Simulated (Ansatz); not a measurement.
| atom | x (Å) | y (Å) | z (Å) |
| --- | --- | --- | --- |
| C | 0.0000 | 0.0000 | 0.0000 |
| N | 0.0000 | 1.2300 | 0.0000 |
| N | 0.0000 | -1.2300 | 0.0000 |

Basis set: cc-pVDZ (spherical functions). Correlated methods keep 3 orbitals frozen. Charge 0, multiplicity 1.

Computed with Ansatz (development build ahead of 0.2.0); the reference of a correlated method needn't be the lowest determinant of its kind. Restricted open shells among the atoms or ions are ROHF, correlated in semicanonical orbitals with singles.

Give the atomization energy at this shape (free ground-state atoms in the same class of orbitals less the molecule, no zero-point energy) of singlet CN₂ by RHF-CCSD(T), RHF-CCSD.

```tsv
method	atomization energy
RHF-CCSD(T)	9.69 eV
RHF-CCSD	9.12 eV
```

Caution: large amplitudes, a single reference is doubtful; no unrestricted run beside it, a lower state can exist; the reference determinant was not shown to be the lowest.
